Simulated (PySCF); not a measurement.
B3H5N3, SMILES B1[N]BNBN1, multiplicity 2. Geometry optimised at PBE-D3(BJ)/def2-SVP. The isomer is the one that the SMILES or the coordinates give; other isomers of the formula were not compared.

The numbers are results of PBE-D3(BJ)/def2-SVP run with PySCF, not measurements.

Harmonic wavenumbers (cm⁻¹): 206, 297, 377, 470, 510, 608, 645, 806, 836, 851, 871, 878, 898, 922, 982, 1016, 1104, 1230, 1263, 1295, 1359, 1449, 2544, 2545, 2552, 3540, 3542. Rotational constants (GHz): 5.867, 5.143, 2.741; symmetry number 2.

Q: Work out the zero-point energy and the ideal-gas rigid-rotor harmonic-oscillator thermochemistry at 298.15 K and 1 atm.

A: ZPE = ½ Σ hcν = ½ × 33597 cm⁻¹ = 48.03 kcal/mol. H − E(el) = 52.06 kcal/mol. Entropy in cal/(mol K): translation 39.03, rotation 24.39, vibration 8.26, spin 1.38, total 73.06. G − E(el) = 30.28 kcal/mol. Cp = 23.08 cal/(mol K).
